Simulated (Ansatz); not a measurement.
Reaction (cleavage of the Ge–B bond): `[BH2][GeH]([CH3])[NH2]` + H₂S → `[CH3][GeH]([NH2])[SH]` + BH₃

Computed with Ansatz on PBE0-D4/def2-TZVP structures; ΔE is electronic, products minus reactants. CCSD(T)/CBS adds triple-zeta CCSD(T) − MP2 to the extrapolated MP2 energy (def2 sets, frozen cores). This one scheme is used for every species. Functionals use def2-TZVPP. For Ge outer-core shells are correlated without core-valence functions, which leaves a few kJ/mol of doubt a bond. Scalar relativity is left out up to krypton. One conformer a species, not always the lowest.

```json
{"level": "PBE-D4", "ΔE (kcal/mol)": "-15.0"}
{"level": "PBE0", "ΔE (kcal/mol)": "-15.6"}
```

(1) What does CCSD(T)/CBS give? (Estimate.)

Largest T1 diagnostic among the species: 0.011.

Answers

(1) The calculation gave: -16.2 kcal/mol. The listed levels differ from it by 1.2, 0.6 kcal/mol.

From PBE to PBE0 (25 % exact exchange), in def2-TZVPP and without D4, ΔE moves by −1.2 kcal/mol. In def2-TZVPP, CCSD(T) changes the Hartree–Fock value by +2.9 kcal/mol (the triples alone add −0.1 kcal/mol) and MP2 by +0.7 kcal/mol.
